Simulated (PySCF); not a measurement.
Write Cartesian coordinates for `[NH3]->[Ti](<-[NH3])([F])([F])([F])[F]` (trans-Ti(NH3)2F4) as optimised with PBE0-D3(BJ)/def2-SVP. (Singlet state.)

```xyz
13
F4H6N2Ti angstrom
Ti     0.0476   -0.0145    0.0010
N     -0.0004   -0.0035    2.2123
H     -0.4716    0.8409    2.5354
H      0.9452   -0.0319    2.5901
H     -0.5331   -0.8027    2.5536
N     -0.0097    0.0009   -2.2095
H      0.4424    0.8356   -2.5794
H     -0.9911    0.0223   -2.4875
H      0.4130   -0.8412   -2.5966
F      1.8048   -0.0182    0.3492
F     -1.7205   -0.0156    0.3106
F      0.0527    1.7501   -0.3202
F      0.0514   -1.7743   -0.3368
```

Orientation and origin are arbitrary. Atoms count from 1 in this order. Ti1 (titanium bonded to 4 F and 2 N) is distorted octahedral (the three widest angles are 177.2°, 158.9° and 158.8°, the others run from 78.8° to 102.7°). All 4 F–Ti bonds measure 1.791 to 1.795 Å. N2 (nitrogen bonded to Ti and 3 H) is tetrahedral (angles from 107.6° to 110.5°).

Bonds between heavy atoms (Å): Ti1–N2 2.212, Ti1–N6 2.211, Ti1–F10 1.791, Ti1–F11 1.795, Ti1–F12 1.794, Ti1–F13 1.792.

Computed with PBE0-D3(BJ)/def2-SVP geometry optimisation, gas phase in PySCF 2.14.0.

No PBE0-D3(BJ)/def2-SVP frequencies stand behind this structure, so it isn't proved a minimum.
